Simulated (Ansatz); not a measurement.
Geometry optimisation, DFT PBE-D3(BJ), scalar-relativistic, plane waves, PAW (Ansatz).

The input (input.yaml):

```yaml
accuracy: low
crystal:
  lattice:
    - [5.708267, 0.0, 0.0]
    - [0.0, 5.708267, 0.0]
    - [0.0, 0.0, 5.708267]
  atoms:
    - { symbol: O, position: [0.1427312, 0.1336459, 0.4501263] }
    - { symbol: H, position: [0.0559962, 0.2462754, 0.5427659] }
    - { symbol: H, position: [0.21997, 0.228203, 0.3322976] }
    - { symbol: O, position: [0.8306609, 0.8810016, 0.9652275] }
    - { symbol: H, position: [0.9811522, 0.8401155, 0.8983605] }
    - { symbol: H, position: [0.7611768, 0.7312824, 1.0045542] }
    - { symbol: O, position: [0.2778033, 0.6655785, 0.0597705] }
    - { symbol: H, position: [0.3544073, 0.5179068, 0.0263729] }
    - { symbol: H, position: [0.3967097, 0.7563039, 0.1398995] }
    - { symbol: O, position: [0.7759037, 0.2589574, 0.2057423] }
    - { symbol: H, position: [0.7207137, 0.2235372, 0.0492497] }
    - { symbol: H, position: [0.7558, 0.4268911, 0.2193292] }
    - { symbol: C, position: [0.6320498, 0.5549235, 0.6181511] }
    - { symbol: O, position: [0.474482, 0.6309291, 0.5084671] }
    - { symbol: O, position: [0.7896177, 0.4789179, 0.7278352] }
basis:
  ecutwfc: 420.0
kpoints:
  mp_grid: { grid: [1, 1, 1] }
hamiltonian:
  xc: pbe
  dispersion: d3bj
scf:
  occupations: { method: fermi_dirac, width: 0.05 }
  lower_state_search: "off"
relax:
  f_tol: 0.3
  max_steps: 15
  adjacent_minimum: "off"
```

Run as:

```bash
$ ansatz run input.yaml --threads 1 --pin off --max-ram 3072MiB --backend cpu --events-out ev --progress --plain --runs-dir out
```

Where does it end, and by what steps?

The forces met the threshold. The threshold is loose, so the end isn't yet a minimum. Limits of this set-up: coarse k mesh, low accuracy level. After 14 steps the energy has fallen by 1.951 eV; O10 moved furthest, 1.48 Å.

| step | energy less start (eV) | largest force component (eV/Å) | accepted |
| --- | --- | --- | --- |
| 0 | 0.0000 | 1.132 | yes |
| 1 | -0.3707 | 1.341 | yes |
| 2 | -0.5591 | 2.733 | yes |
| 3 | -0.9826 | 1.358 | yes |
| 4 | -1.1721 | 1.005 | yes |
| 5 | -1.2556 | 1.750 | yes |
| 6 | -1.4123 | 0.967 | yes |
| 7 | -1.4848 | 1.763 | yes |
| 8 | -1.6276 | 1.037 | yes |
| 9 | -1.7257 | 0.411 | yes |
| 10 | -1.7931 | 0.353 | yes |
| 11 | -1.8431 | 0.303 | yes |
| 12 | -1.8606 | 0.463 | yes |
| 13 | -1.8991 | 0.735 | yes |
| 14 | -1.9512 | 0.283 | yes |

```xyz
15
Lattice="5.7083 0.0000 0.0000 0.0000 5.7083 0.0000 0.0000 0.0000 5.7083" Properties=species:S:1:pos:R:3
O 1.753 0.310 2.450
H 1.157 0.878 2.968
H 2.232 0.914 1.820
O 4.469 5.295 5.248
H 5.161 4.831 5.801
H 3.719 4.672 5.212
O 0.639 4.012 1.068
H 1.327 3.426 0.709
H 1.102 4.722 1.608
O 3.108 1.757 0.559
H 3.659 1.025 0.156
H 3.750 2.321 1.026
C 4.860 3.035 3.296
O 3.941 3.513 2.756
O 5.755 2.525 3.843
```

Time of the run: 17 s on 1 thread of Arm Neoverse V1, with other jobs on the host, peak memory 0.3 GiB.
